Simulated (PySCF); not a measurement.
SbCl3, SMILES [Cl][Sb]([Cl])[Cl].

Geometry: PBE-D3(BJ)/def2-SVP. The isomer is the one that the SMILES or the coordinates give; other isomers of the formula were not compared. The def2 effective core potentials stand for the cores of Sb; spin–orbit coupling is left out.

These are PBE-D3(BJ)/def2-SVP (PySCF 2.14.0) values and carry that method's errors.

Frequencies are harmonic and unscaled.

Modes within 1.5 cm⁻¹ of each other (mostly degenerate sets) share a row, with their intensities summed.

Q: List the normal modes with their intensities. (An estimate is asked for; the answer gives what the named calculation found.)

A: 
| mode | ν (cm⁻¹) | IR (km/mol) | moving atoms (share of kinetic energy) |
|---|---|---|---|
| 1–2 | 107 | 2.1 | Cl 91 %, Sb 9 % |
| 3 | 133 | 4.1 | Cl 73 %, Sb 27 % |
| 4–5 | 352 | 128.7 | Cl 74 %, Sb 26 % |
| 6 | 363 | 18.9 | Cl 80 %, Sb 20 % |
